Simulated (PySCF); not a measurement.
**Electron correlation in Ni (nickel, neutral)**

[Ar] 3d7 4s2 4p1, one real determinant (an excited configuration). Calculation: PySCF 2.14, in x2c-TZVPPall (6s5p4d2f1g, 64 functions); the spin-free X2C one-electron Hamiltonian (Gaussian nucleus). Frozen: [Ar]; 10 electrons correlated.

```tsv
level	correlation energy (mhartree)
CCSD	-261.47
(T)	-29.09
CCSD(T)	-290.56
```

Diagnostics: T1 = 0.064, D1 = 0.2798, largest double amplitude 0.418.

Problem. Is a single reference adequate?

Solution. Not fully. The real determinant used has ⟨L²⟩ near 14 against 20 for a pure G term, so it mixes terms. T1 exceeds 0.03, a sign that the reference determinant is poor. A double-excitation amplitude exceeds 0.15, a sign of near-degeneracy.

The basis was made for the ground configuration and has no added diffuse functions, which can raise the energy of the promoted electron.

The reference is one real determinant that mixes LS terms of this configuration.
